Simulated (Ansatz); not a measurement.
Gas-phase electronic energies from Ansatz, PBE0-D4/def2-TZVP geometries. CBS: MP2 limit from def2 TZ/QZ plus the TZ coupled-cluster correction, frozen cores. This one scheme is used for every species. DFT in def2-TZVPP. Each species was taken in one conformer, which may not be the lowest.

Consider the formal hydrolysis of a B–C bond: `CB(O)CO` + H₂O → `CB(O)O` + CH₃OH.

`CB(O)CO`:

Cartesian coordinates in Å:
```
C 1.036 0.689 0.639
B -0.318 0.461 -0.123
O -1.201 1.467 -0.371
C -0.759 -0.961 -0.646
O 0.180 -2.016 -0.476
H 1.033 0.148 1.593
H 1.258 1.736 0.863
H 1.871 0.274 0.066
H -0.908 2.321 -0.043
H -1.736 -1.228 -0.209
H -0.947 -0.891 -1.724
H 0.491 -2.001 0.431
```

H₂O:

Cartesian coordinates in Å:
```
O 0.117 0.315 -0.197
H -0.733 0.173 0.226
H 0.616 -0.488 -0.029
```

`CB(O)O`:

Cartesian coordinates in Å:
```
C 0.846 0.015 -0.910
B -0.232 -0.020 0.225
O -1.276 0.866 0.162
O -0.078 -0.921 1.245
H 0.427 0.353 -1.859
H 1.635 0.725 -0.638
H 1.324 -0.955 -1.049
H -1.898 0.826 0.892
H -0.748 -0.889 1.932
```

CH₃OH:

Z-matrix (Å, degrees):
```
C
O 1 1.409
H 1 1.097 2 112.4
H 1 1.090 2 107.0 3 -118.5
H 1 1.097 2 112.4 3 123.0
H 2 0.959 1 108.5 3 -61.6
```

```csv
level,ΔE (kJ/mol)
PBE0-D4,-123.7
MP2/def2-TZVPP,-127.9
SCS-MP2/def2-QZVPP,-129.4
MP2/CBS(def2),-124.7
```

(1) What does CCSD(T)/CBS give? (An estimate is asked.)

Largest T1 diagnostic among the species: 0.012.

Results:

(1) Ansatz gave: -124.0 kJ/mol. The listed levels differ from it by 0.3, -3.9, -5.4, -0.7 kJ/mol.

In def2-TZVPP, CCSD(T) changes the Hartree–Fock value by +19.1 kJ/mol (the triples alone add +1.9 kJ/mol) and MP2 by +18.3 kJ/mol. The D4 term adds +5.6 kJ/mol with B3LYP and +3.2 kJ/mol with PBE0; it sums over pairs of atoms, weighted by their polarisabilities, and B3LYP, whose exchange is more repulsive, gets the larger term.

B3LYP here is the variant with VWN-RPA as its local correlation; programs differ in this.
